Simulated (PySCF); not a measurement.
Computed shifts of a molecule C6H7F, PySCF with KT2/pcSseg-1, GIAO, gas phase, equivalent atoms averaged, in ppm (number of nuclei): ¹³C: 173.7 (1), 147.5 (1), 109.6 (1), 101.7 (1), 34.3 (1), 31.3 (1). ¹⁹F: -139.0 (1). ¹H: 5.83 (1), 5.28 (1), 5.00 (1), 2.87 (2), 2.80 (2). References: ¹³C against TMS (σ = 185.1 ppm); ¹⁹F against CFCl3 (σ = 127.1 ppm); ¹H against TMS (σ = 31.47 ppm), references at their B3LYP-D3(BJ)/def2-TZVP geometries, non-relativistic. Coordinates come from a PBE0-D3(BJ)/def2-SVP optimisation. Other conformers were not sampled.

### Question
Which structure fits?
A) C=C=CCC(=C)F
B) C#CCCC(=C)F
C) C=C1C=C(F)CC1
D) C#C/C(=C/F)CC

### Answer
C, C=C1C=C(F)CC1
